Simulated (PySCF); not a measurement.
Computed IR spectrum (relative IR intensity) of a molecule C₅H₉N. Geometry: PBE0-D3(BJ)/def2-SVP. Other conformers were not sampled. All values below come from PBE0-D3(BJ)/def2-SVP (PySCF). Frequencies are harmonic and unscaled.

```tsv
ν (cm⁻¹)	relative intensity
347	8.6
557	16
598	4.5
777	97
868	56
896	17
944	16
1006	12
1059	3.2
1171	7.7
1224	45
1262	9.5
1313	13
1383	20
1437	2.4
1462	19
1470	4.4
1480	2.1
1489	4.4
1505	40
2099	65
2956	68
2962	100
3046	30
3083	37
3144	23
3572	2.9
```

Question: Which molecule gave these data?
A. C=CN1CCC1
B. C=C=CCNC
C. C#C[C@H](C)NC
D. NCC1=CCC1

Answer: B, C=C=CCNC
